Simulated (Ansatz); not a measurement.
Wavefunction ladder for `CO[Si]([SiH3])(Cl)Br`

```xyz
12

C    -0.394    0.245   -2.263
O     0.107    0.425   -0.951
Si   -0.257   -0.458    0.358
Si    0.907    0.371    2.196
Cl    0.212   -2.432    0.018
Br   -2.453   -0.384    0.730
H     0.065    1.001   -2.899
H    -0.139   -0.748   -2.643
H    -1.480    0.370   -2.283
H     0.550   -0.455    3.377
H     2.367    0.281    1.936
H     0.514    1.784    2.424
```

The species carries charge 0 and has multiplicity 1. Correlated methods freeze the filled d shell of Br. Scalar relativity is left out up to krypton. All single points use the PBE0-D4/def2-TZVP geometry. It is one conformer, not always the lowest. Frozen core, restricted reference, Ansatz 0.2.0.

```csv
basis,HF (Eh),MP2 corr.,CCSD corr.,(T),CCSD(T) total
def2-SVP,-3725.41103,?,-0.83607,?,?
def2-TZVPP,?,-0.99953,-1.06869,-0.04305,?
def2-QZVPP,-3726.32239,?,–,–,–
```

Question: Fill in the withheld values. (Estimate.)

Answer: The calculation gave: def2-SVP MP2 corr.: -0.76743; def2-SVP (T): -0.02148; def2-SVP CCSD(T) total: -3726.26858; def2-TZVPP HF (Eh): -3726.23676; def2-TZVPP CCSD(T) total: -3727.34850; def2-QZVPP MP2 corr.: -1.08698.
